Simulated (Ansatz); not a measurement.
`[CH3][In]([CH3])[F]` and `[CH3][In]([OH])[F]` differ in one atom or group.

Ansatz, PBE0-D4/def2-TZVP geometries, multiplicity 1. Each molecule was computed in one conformer, which needn't be the lowest.

Elements past krypton have def2 core potentials.

```
                                      property  `[CH3][In]([CH3])[F]`
         HOMO–LUMO gap (B3LYP/def2-TZVPP) / eV                   6.21
       HOMO–LUMO gap (ωB97M-V/def2-TZVPP) / eV                  10.26
size of the dipole moment (PBE/def2-TZVPP) / D                   3.48
             LUMO energy (PBE/def2-TZVPP) / eV                  -1.72
           LUMO energy (B3LYP/def2-TZVPP) / eV                  -1.31
          HOMO–LUMO gap (PBE0/def2-TZVPP) / eV                   6.75
```

**Question.** Give the same properties after the change, and the shifts. (Best estimate.)

**Answer.** The calculation gave: 
| property | `[CH3][In]([OH])[F]` | shift |
| --- | --- | --- |
| HOMO–LUMO gap (B3LYP/def2-TZVPP) / eV | 6.59 | 0.38 |
| HOMO–LUMO gap (ωB97M-V/def2-TZVPP) / eV | 11.16 | 0.90 |
| size of the dipole moment (PBE/def2-TZVPP) / D | 4.72 | 1.24 |
| LUMO energy (PBE/def2-TZVPP) / eV | -2.20 | -0.48 |
| LUMO energy (B3LYP/def2-TZVPP) / eV | -1.67 | -0.36 |
| HOMO–LUMO gap (PBE0/def2-TZVPP) / eV | 7.18 | 0.43 |

With PBE0 the HOMO falls by 0.74 eV and the LUMO falls by 0.32 eV, so the gap widens by about 0.42 eV. PBE moves the HOMO by -0.50 eV and ωB97M-V by -0.84 eV. The zero-point energy changes by -58.2 kJ/mol with -6 modes. Dipoles are sizes alone; their direction can turn.

B3LYP here is the variant with VWN-RPA as its local correlation; programs differ in this.
